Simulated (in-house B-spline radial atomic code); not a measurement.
RPA and G0W0 for Cs⁴⁺, [Kr] 4d10 5s2 5p3, highest spin, as one setting changes: the share of exact exchange in the PBE hybrid start. A dash marks a level of low quasi-particle weight. Computed with a B-spline radial code for spherical atoms: all electrons, scalar-relativistic (spin-free one-electron X2C), finite nucleus, each spin shell either full or empty, empty states to l = 9 with an (l + 1/2)⁻⁴ tail; G0W0 by contour deformation at full frequency.

Spin-orbit coupling, left out, splits p levels strongly here.

```tsv
share of exact exchange in the PBE hybrid start	mean-field level (eV)	G0W0 level (eV)	RPA correlation (Eh)
0	-52.16	5p up -58.34	-4.1097
0.1	-52.84	5p up -58.39	-4.0743
0.2	-53.51	5p up -58.43	-4.04
0.3	-54.18	5p up -58.47	-4.0069
0.4	-54.86	5p up -58.50	-3.9747
0.5	?	?	?
0.6	?	?	?
0.7	-56.88	5p up -58.56	-3.8836
0.8	-57.55	5p up -58.58	-3.8548
0.9	-58.23	5p up -58.60	-3.8267
1	-58.90	5p up -58.61	-3.7994
```

What belongs in the row for 0.6?

mean-field level (eV): -56.21; G0W0 level (eV): 5p up -58.54; RPA correlation (Eh): -3.9131.

What belongs in the row for 0.5?

mean-field level (eV): -55.53; G0W0 level (eV): 5p up -58.52; RPA correlation (Eh): -3.9435.

At what share of exact exchange does G0W0 leave the highest level unchanged?

Near 0.96, where the shift changes sign (-0.371 eV at 0.9, +0.288 eV at 1).
